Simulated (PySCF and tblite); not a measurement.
Results of a calculation; reference values are marked as such.
C6H9F3O, numbered as in [F:1][C:2]([F:3])([F:4])[CH:5]1[CH2:6][CH2:7][O:8][CH2:9][CH2:10]1.

Search: ETKDG and KDG, MMFF94s, GFN2-xTB, 90 starts; geometries at PBE0-D3(BJ)/def2-SVP. Energies: PBE0-D3(BJ)/def2-SVPD, with GFN2-xTB thermal terms (modes under about 100 cm⁻¹ blended into free rotors). Symmetry numbers and mirror images are counted. Conformers within 4 kcal/mol (GFN2-xTB free energy) were kept, 5 at most. Programs: PySCF with density fitting and tblite.

Rotational constants are equilibrium values for the commonest isotopes; dipoles come from the energy level named.

The 6-ring runs over atoms 5–6–7–8–9–10. Of a mirror pair one member is shown.

| conformer | shape | symmetry |
| --- | --- | --- |
| 1 | 6-ring chair (all substituents equatorial) | Cs |
| 2 | 6-ring chair (C2 axial) | Cs |
| 3 | 6-ring twist-boat (ring torsions 30, -71, 39, 26, -62, 33°) | C1 (pair) |

Question: Give the rotational constants and dipole components, as needed to look for these species in a jet-cooled rotational spectrum.

Answer: 
```csv
conformer,A (MHz),B (MHz),C (MHz),abs μa (D),abs μb (D),abs μc (D),κ,Ic−Ia−Ib (u Å²)
1,2603,874,765,1.29,0.00,1.15,-0.88,-111.6
2,2327,1044,928,0.54,0.01,1.37,-0.83,-156.7
3,2564,886,781,1.46,0.14,0.67,-0.88,-120.1
```
